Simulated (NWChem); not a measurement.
# AlH$_{3}$O$_{2}$; SMILES [OH][AlH][OH]

```xyz
6

Al    -0.4579    -0.0102     0.0000
H     -2.0315    -0.0471     0.0000
O      0.3652    -1.4932     0.0000
H      1.3178    -1.5979     0.0000
O      0.4548     1.4257     0.0000
H      0.1067     2.3180     0.0000
```
Atoms are numbered in this order, from 1.

Computed with NWChem. Coordinates come from a PBE0/def2-SVP optimisation. Ions are spin-unrestricted doublets at the neutral geometry; other ion states weren't tried.

| level | −ε(HOMO) (eV) |
|---|---|
| PBE/def2-SVP | 6.90 |
| PBE0/def2-SVP | … |
| M06-2X/def2-SVP | 10.13 |

Question: Complete the blanks.

Answer: 
- PBE0/def2-SVP, −ε(HOMO) (eV): 8.66
